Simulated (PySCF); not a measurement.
Gas-phase reaction: In(CH3)2NH2 + C2H5 ⇌ InH3 + 3 CH3 + HCN. Level: ωB97X-V/def2-TZVP†; standard pressure 1 bar.

Energies from PySCF, thermal terms from the rigid-rotor harmonic-oscillator model, ideal gas at 1 bar. S°(298 K) at PBE0/def2-TZVP differs from the NASA 1993 table for C2H5 (+9 J/mol/K); whether the harmonic model or the table's entry is off was not settled. † marks an energy on the PBE0/def2-TZVP geometry and frequencies. Open shells (unrestricted): C2H5 (multiplicity 2), CH3 (multiplicity 2); the rest are closed-shell singlets. In: scalar-relativistic def2 core potential, no spin-orbit coupling. Methyl groups turn as free rotors in In(CH3)2NH2. In(CH3)2NH2, InH3: computed as isolated molecules; such fragments, hydroxides, amides, oligomers or adducts are transient or little studied in the gas. The harmonic model lacks anharmonicity and excited electronic states, which grow with temperature; levels with a mode under 35 cm⁻¹ are left out. Internal rotation in C2H5 is treated as a harmonic vibration of one conformer, which makes the entropy rough. Soft modes under 120 cm⁻¹ make the harmonic entropy rough for In(CH3)2NH2.

```tsv
T (K)	1000/T (1/K)	log10 K
1200	0.8333	-6.09
1400	0.7143	?
1600	0.6250	0.37
1800	0.5556	2.50
2000	0.5000	4.19
2500	0.4000	7.17
```

Fit log10 K = a + b·(1000/T) to the five rows, get the mean ΔH° and ΔS°, and predict log10 K at 1400 K.

Means: 1000/T = 0.5828, log10 K = 1.628. Sums of products about the means: Sxy = -3.23538, Sxx = 0.105543, so b = Sxy/Sxx = -30.65 and a = 1.628 − (-30.65)×0.5828 = 19.49.
ΔH° = −R ln 10 × 1000 K × b = −19.145 × (-30.65) = 587 kJ; ΔS° = R ln 10 × a = 373 J/K. The run's own values go from 598 kJ and 382 J/K at 1200 K to 562 kJ and 362 J/K at 2500 K.
Prediction at 1400 K: 19.49 + (-30.65)×0.7143 = -2.40. The computed value is -2.38, 0.02 from the line.
For scale, ΔH°(298 K) is 602 kJ at this level, 590 kJ at ωB97M-V/def2-TZVP†, and runs from 372 to 756 kJ over the 16 levels computed.
